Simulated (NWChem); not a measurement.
System: C2H2Br2; SMILES Br/C=C\Br

The following NWChem deck was run.

```
start job
memory heap 200 mb stack 900 mb global 1100 mb
geometry units angstroms noautosym nocenter noautoz
  Br    -1.785379     0.000000     0.263603
  C     -0.664852     0.000000    -1.261570
  C      0.664852     0.000000    -1.261570
  Br     1.785379     0.000000     0.263603
  H     -1.215252     0.000000    -2.195718
  H      1.215252     0.000000    -2.195718
end
basis spherical
  Br library pcsseg-1
  C library pcsseg-1
  H library pcsseg-1
end
dft
  xc slater vwn_5
  iterations 150
end
property
  shielding 3 1 2 5
end
task dft property
```

Output (shortened):

```
             Northwest Computational Chemistry Package (NWChem) 7.3.0
             --------------------------------------------------------

                             Geometry "geometry" -> ""
                             -------------------------

 Output coordinates in angstroms (scale by  1.889725989 to convert to a.u.)

  No.       Tag          Charge          X              Y              Z
 ---- ---------------- ---------- -------------- -------------- --------------
    1 Br                  35.0000    -1.78537900     0.00000000     0.26360300
    2 C                    6.0000    -0.66485200     0.00000000    -1.26157000
    3 C                    6.0000     0.66485200     0.00000000    -1.26157000
    4 Br                  35.0000     1.78537900     0.00000000     0.26360300
    5 H                    1.0000    -1.21525200     0.00000000    -2.19571800
    6 H                    1.0000     1.21525200     0.00000000    -2.19571800

 Effective nuclear repulsion energy (a.u.)     423.6328879700

                              NWChem Property Module
                              ----------------------

  itol2e modified to match energy
  convergence criterion.

                                 NWChem DFT Module
                                 -----------------

 Summary of "ao basis" -> "ao basis" (spherical)
 ------------------------------------------------------------------------------
       Tag                 Description            Shells   Functions and Types
 ---------------- ------------------------------  ------  ---------------------
 Br                         pcsseg-1                15       41   5s7p3d
 C                          pcsseg-1                 7       17   3s3p1d
 H                          pcsseg-1                 3        5   2s1p

  itol2e modified to match energy
  convergence criterion.

            General Information
            -------------------
          SCF calculation type: DFT
          Wavefunction type:  closed shell.
          No. of atoms     :     6
          No. of electrons :    84
           Alpha electrons :    42
            Beta electrons :    42
          Charge           :     0
          Spin multiplicity:     1
          Use of symmetry is: off; symmetry adaption is: off
          Maximum number of iterations: 150
          AO basis - number of functions:   126
                     number of shells:    50
          Convergence on energy requested:  1.00D-07
          Convergence on density requested:  1.00D-05
          Convergence on gradient requested:  5.00D-04

              XC Information
              --------------
                        Slater Exchange Functional  1.000 local
                      VWN V Correlation Functional  1.000 local

[...]

          -----------------------------------------
          Chemical Shielding Tensors (GIAO, in ppm)
          -----------------------------------------

                                NWChem CPHF Module
                                ------------------

  scftype          =     RHF
  nclosed          =       42
  nopen            =        0
  variables        =     3528
  # of vectors     =        3
  tolerance        = 0.10D-03
  level shift      = 0.00D+00
  max iterations   =       50
  max subspace     =       30

 SCF residual:    1.3838031641137830E-005

Iterative solution of linear equations
  No. of variables     3528
  No. of equations        3
  Maximum subspace       30
        Iterations       50
       Convergence  1.0D-04

   iter   nsub   residual    time
   ----  ------  --------  ---------
     1      3    1.11D-05      38.5

      Atom:    1  Br
        Diamagnetic
   3122.2396      0.0000     -7.2009
      0.0000   3114.5387     -0.0000
     -7.2009     -0.0000   3123.8448

        Paramagnetic
  -1482.9355     -0.0000   -617.8929
     -0.0000  -1234.4189     -0.0000
   -617.8929     -0.0000   -915.9389

        Total Shielding Tensor
   1639.3042     -0.0000   -625.0938
     -0.0000   1880.1198     -0.0000
   -625.0938     -0.0000   2207.9060

           isotropic =    1909.1100
          anisotropy =    1051.8062

          Principal Components and Axis System
                 1           2           3
             2610.3141   1880.1198   1236.8960

      1        -0.5413     -0.0000      0.8408
      2        -0.0000      1.0000      0.0000
      3         0.8408     -0.0000      0.5413

      Atom:    2  C
        Diamagnetic
    268.5411     -0.0000     -8.9510
     -0.0000    234.3085     -0.0000
     -8.9510     -0.0000    260.1885

        Paramagnetic
   -200.3381      0.0000      4.7505
      0.0000   -122.3744      0.0000
      4.7505      0.0000   -318.9467

        Total Shielding Tensor
     68.2030     -0.0000     -4.2006
     -0.0000    111.9340     -0.0000
     -4.2006     -0.0000    -58.7582

           isotropic =      40.4596
          anisotropy =     107.2117

          Principal Components and Axis System
                 1           2           3
              111.9340     68.3418    -58.8971

      1        -0.0000      0.9995      0.0330
      2         1.0000      0.0000      0.0000
      3        -0.0000     -0.0330      0.9995

      Atom:    3  H
        Diamagnetic
     28.7611     -0.0000      6.1398
     -0.0000     18.7903     -0.0000
      6.1398     -0.0000     39.8536

        Paramagnetic
     -2.9550      0.0000     -6.6383
      0.0000      0.4661      0.0000
     -6.6383      0.0000    -11.7807

        Total Shielding Tensor
     25.8061      0.0000     -0.4985
      0.0000     19.2564     -0.0000
     -0.4985     -0.0000     28.0729

           isotropic =      24.3784
          anisotropy =       5.6989

          Principal Components and Axis System
                 1           2           3
               28.1777     25.7013     19.2564

      1        -0.2057      0.9786     -0.0000
      2        -0.0000      0.0000      1.0000
      3         0.9786      0.2057      0.0000
```

Level: LDA (Slater exchange, VWN5)/pcSseg-1, GIAO. Structure relaxed at the B3LYP/6-31G* (spherical d) level. The output numbers the shielded atoms by their place in the input's list. The printed shielding anisotropy is the first printed principal value minus the mean of the other two.
